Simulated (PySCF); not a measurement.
Vertical excitations of a molecule C₄H₈Si from PySCF 2.14.0 with TDA-M06-2X/def2-SVPD, as energy in eV (oscillator strength): 6.61 (0.008), 7.23 (0.000), 7.42 (0.001), 7.43 (0.170), 7.72 (0.003), 7.79 (0.032), 7.88 (0.000), 7.90 (0.000), 7.94 (0.002), 7.99 (0.000). Lowest triplet (TDA): 4.67 eV. Geometry: PBE0-D3(BJ)/def2-SVP. One conformer was computed; it need not be the lowest.

**Question.** Identify the compound among the candidates.
(A) CCC#C[SiH3]
(B) C1=CC[SiH2]C1
(C) C1=C[SiH2]CC1
(D) C#C[C@H](C)[SiH3]

**Answer.** B, C1=CC[SiH2]C1
